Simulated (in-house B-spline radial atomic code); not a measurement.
Sb III (Sb2+) is squeezed into an impenetrable sphere of radius R (the orbitals vanish at R). Level of theory: non-relativistic r2SCAN, spin-polarised, spherical fractional occupations, point nucleus; calculated with an all-electron radial atomic-structure program (B-spline basis).

Energies in eV above the free ion in [Kr] 4d10 5s2 5p1:

```csv
R (bohr),highest level (eV),[Kr] 4d10 5s2 5p1,[Kr] 4d10 5s2 5f1,[Kr] 4d10 4f1 5s2
9.6,-20.6,2.846e-05,21.29,16.44
6.52,-20.5,0.03457,27.87,17.9
5.02,-19.9,0.6675,36.88,20.79
4.57,-19.1,1.569,41.74,22.65
3.39,-11.7,14.14,70.99,36.69
3.06,-5.72,26.5,90.66,47.83
2.43,21.7,96.25,178.7,106.3
2.24,39.1,147.8,236.7,149
1.61,196,764.9,864.5,674
1.48,272,1134,1227,995.1
```

Question: Does [Kr] 4d10 5s2 5f1 fall below [Kr] 4d10 5s2 5p1 under compression?

Answer: No, it stays above over the whole range.

Question: Does [Kr] 4d10 4f1 5s2 fall below [Kr] 4d10 5s2 5p1 under compression?

Answer: Yes, between R = 2.24 and 1.61 bohr the order changes (near 2.23 bohr by linear interpolation).

The highest level is first positive in the row R = 2.43 bohr, pushed up by confinement above the zero of the free ion's potential. Each configuration is held fixed and needn't be the lowest in the sphere.
